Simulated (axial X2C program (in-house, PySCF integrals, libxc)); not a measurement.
**Spin–orbit effects down a group: molecules with H (ions), PBE0**

Calculated with an in-house all-electron X2C program for linear molecules (integrals from PySCF), spin-free (one-electron X2C) or two-component (2c: spin–orbit coupling with atomic mean-field Coulomb and Gaunt terms, which also bring small scalar terms), in Dyall basis sets with cores contracted in-house; open shells are unrestricted.

Basis sets: Fe dyall-cv3z, H dyall-v3z, Os dyall-cv3z, Ru dyall-cv3z.

```tsv
molecule	spin-free state	Re (Å)	ωe (cm⁻¹)	De (eV)	2c state	Re 2c (Å)	ωe 2c (cm⁻¹)	De 2c (eV)
FeH⁺	M_S = 2, Λ = 1	1.550	1880.6	2.12	Ω = 3	1.550	1880.1	n/a
RuH⁺	M_S = 2, Λ = 1	1.601	2007.4	1.98	Ω = 3	1.601	2005.6	n/a
OsH⁺	M_S = 2, Λ = 1	1.588	2233.8	2.88	Ω = 3	1.591	2220.7	2.83
```

Fragments in 2c: Fe+ + H, Ru+ + H, Os+ + H. Each entry is the lowest single determinant of a limited PBE0 search at one distance. De goes to single-determinant-based atoms at the same level (for ions the charge split of lowest energy) and is withheld (n/a) where an atom does not fit its ground term or J level. Main or longest-lived isotopes. One determinant is a doubtful description, or other states lie close, for FeH⁺, RuH⁺, OsH⁺; these need not be ground states, and all values refer to the states named. Some open-shell Ω = 0 determinants are out of reach, so the Ω given for FeH⁺, RuH⁺, OsH⁺ need not be the lowest component. With several unpaired electrons the Ω given is that of one determinant, not necessarily of the lowest component. The functionals have no current term, which raises determinants with orbital currents.
